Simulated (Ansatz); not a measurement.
Basis-set extrapolation for BH₂O₂S (`OB(O)[S]`) radical (PBE0-D4/def2-TZVP geometry, frozen core, the Gaussian-basis code of Ansatz). Multiplicity 2, UHF reference.

```tsv
	def2-TZVPP	def2-QZVPP
HF	-573.317609	-573.336959
MP2 correlation	-0.712304	-0.771842
CCSD(T) correlation	-0.767115	not run
```

Energies in hartree. Use E(X) = E(∞) + A·exp(−7.88·√X) for Hartree–Fock and E(X) = E(∞) + B·X^(−2.97) for correlation, with X = 3 and 4, and add CCSD(T) minus MP2 of the smaller set to the MP2 limit.

What is the CCSD(T) energy at the basis-set limit?

HF limit: -573.336959 + (-0.019350) × 0.13774 = -573.33962. MP2 limit: -0.771842 + (-0.059538) × 0.74074 = -0.81594. Higher-order term: -0.767115 − (-0.712304) = -0.05481. Total: -574.21037 hartree, 3.42 eV below CCSD(T)/def2-TZVPP.
